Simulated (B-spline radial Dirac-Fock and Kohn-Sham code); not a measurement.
# Elastic scattering of 48.3 keV electrons by neutral tungsten

Model: relativistic (Dirac) partial waves in the static field of the Dirac-Fock atom with Furness-McCarthy exchange, without polarisation or absorption potentials. Program: an atomic code on a B-spline grid.

| θ (°) | dσ/dΩ (a₀²/sr) | Sherman function |
| --- | --- | --- |
| 5 | 5.67 | 0.000 |
| 10 | 0.663 | 0.000 |
| 15 | 0.180 | 0.001 |
| 20 | 0.0675 | 0.006 |
| 25 | 0.0316 | 0.012 |
| 30 | 0.0173 | 0.021 |
| 35 | 0.0104 | 0.028 |
| 40 | 0.00671 | 0.032 |
| 45 | 0.00459 | 0.031 |
| 50 | 0.00330 | 0.023 |
| 55 | 0.00247 | 0.008 |
| 60 | 0.00192 | -0.014 |
| 65 | 0.00153 | -0.041 |
| 70 | 0.00125 | -0.073 |
| 75 | 0.00104 | -0.108 |
| 80 | 0.000883 | -0.144 |
| 85 | 0.000762 | -0.180 |
| 90 | 0.000667 | -0.213 |
| 95 | 0.000591 | -0.244 |
| 100 | 0.000531 | -0.270 |
| 105 | 0.000482 | -0.290 |
| 110 | 0.000442 | -0.305 |
| 115 | 0.000409 | -0.313 |
| 120 | 0.000382 | -0.316 |
| 125 | 0.000360 | -0.312 |
| 130 | 0.000342 | -0.302 |
| 135 | 0.000327 | -0.286 |
| 140 | 0.000314 | -0.266 |
| 145 | 0.000304 | -0.242 |
| 150 | 0.000295 | -0.214 |
| 155 | 0.000289 | -0.183 |
| 160 | 0.000284 | -0.149 |
| 165 | 0.000280 | -0.113 |
| 170 | 0.000277 | -0.076 |
| 175 | 0.000275 | -0.038 |

The total elastic cross section is 1.17 a₀², the first transport cross section 0.0141 a₀² and the second, weighted with (3/2) sin²θ, 0.0297 a₀². The mean deflection is ⟨1 − cos θ⟩ = 0.0120, and 0.22 % of the collisions scatter beyond 90°.

Values without a named source are computed, but for edge energies of neutral atoms, which are taken from tables.
